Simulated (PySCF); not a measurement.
Ge(F)4 anion (F4Ge), SMILES [F][Ge]([F])([F])[F] (connectivity only; charge and spin as stated), charge -1, multiplicity 2.

The structure is a stationary point at B3LYP-D3(BJ)/def2-SVPD. The multiplicity is an assumed one; other spin states were not compared. The isomer is the one that the SMILES or the coordinates give; other isomers of the formula were not compared.

Method: PBE/def2-SVPD run with PySCF.

The total energy is -2475.35963 hartree and the point group is C2v. The α spin, highest occupied and lowest empty level is -0.28 and 4.22 eV and the β spin, highest occupied and lowest empty level comes out as -3.53 and 0.77 eV. The dipole moment about the centre of nuclear charge is 1.03 D and the mean static polarisability is 48.0 bohr³ (7.11 Å³). The polarisability, principal values comes out as 43.7, 46.0, 54.1 bohr³ and the ⟨S²⟩ is 0.751 (pure state 0.75).
